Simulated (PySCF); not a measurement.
**Calculated NMR data**

All values are calculated (PySCF 2.14.0 with density-fitted response routines): GFN2-xTB geometry, shielding tensors at PBE0/pcSseg-1 (GIAO). Averaged over atoms made equivalent by symmetry, fast rotation or ring inversion, in vacuum, no relativistic terms, one conformer.

Referencing at the same level of theory: 1H, 13C vs TMS. Splittings of carbon signals by F and P are missing where no couplings were computed. Where no couplings were computed, multiplicities follow the n + 1 count of equivalent neighbours, and m marks all less simple cases (inequivalent or close neighbours, rings, F or P nearby). Shifts are as computed. Against solution values, carbons near 30 ppm lie about +3 ppm off and those near 130 ppm about +5 ppm. Of 1309 compounds with measured shifts, 239 miss one by over three times the rms of a fit or turn the order of signals round; such compounds aren't used in these exercises. OH and NH positions are gas-phase values without hydrogen bonding to other molecules.

Compound 1 (C5H12O2Si). 1H NMR (400 MHz, computed): δ 4.99 (t, 2H), 3.27 (br s, 1H), 2.61 (sept, 1H), 2.40 (t, 2H), 1.17 (d, 6H). 13C{1H} NMR (computed): δ 223.9 (C), 47.1 (CH), 37.4 (CH2), 20.6 (CH3). Structure: `CC(C)C(=O)C[SiH2]O`.

Compound 2 (C9H11F). 1H NMR (400 MHz, computed): δ 6.39 (m, 1H), 6.34 (m, 1H), 5.43 (m, 1H), 1.65 (m, 1H), 1.55 (m, 3H), 1.15 (m, 1H), 1.12 (m, 1H), 0.72 (m, 1H), 0.43 (m, 1H). 13C{1H} NMR (computed): δ 170.6 (C), 145.3 (CH), 139.0 (CH), 122.4 (CH), 106.0 (C), 24.6 (CH3), 18.9 (CH2), 14.7 (CH2), 11.0 (CH). Structure: `C1=C(C2CC2)[C@](C)(F)C=C1`.

Compound 3 (C9H11F). 1H NMR (400 MHz, computed): δ 6.13 (m, 1H), 5.90 (m, 1H), 5.36 (m, 1H), 5.16 (m, 1H), 2.75 (sept, 1H), 1.28 (d, 6H). 13C{1H} NMR (computed): δ 173.2 (C), 130.1 (C), 129.8 (CH2), 107.9 (C), 101.1 (CH2), 83.8 (C), 25.0 (CH3), 24.0 (CH). Structure: SMILES C=C(F)C(=C)C#CC(C)C.
